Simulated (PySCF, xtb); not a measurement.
Si(OMe)4 (C4H12O4Si), SMILES CO[Si](OC)(OC)OC.

The structure is a stationary point at B3LYP-D3(BJ)/def2-SVP. The isomer is the one that the SMILES or the coordinates give; other isomers of the formula were not compared. Other conformers were not sampled.

The numbers are results of PySCF with C-PCM-PBE0/def2-SVP, not measurements.

The values are the electrostatic part of the solvation free energy, E(continuum) − E(gas) at the gas-phase geometry, in a cavity of scaled van der Waals radii (PySCF's table); cavitation and dispersion terms are not included. In vacuum the orbital gap is 9.56 eV. The dipole moment in vacuum is 0.00 D.

Computed values in water (ε = 78.36), 2-propanol (ε = 19.26), dimethylsulfoxide (ε = 46.83):
| solvent | ε | ΔG(elec) (kcal/mol) | dipole (D) | gap (eV) |
|---|---|---|---|---|
| water | 78.36 | -4.9 | 0.00 | 9.61 |
| 2-propanol | 19.26 | -4.7 | 0.00 | 9.61 |
| dimethylsulfoxide | 46.83 | -4.9 | 0.00 | 9.61 |

For comparison, GFN2-xTB/ALPB(water) (xtb, at the GFN2-xTB geometry, all terms of that model) gives -4.1 kcal/mol.
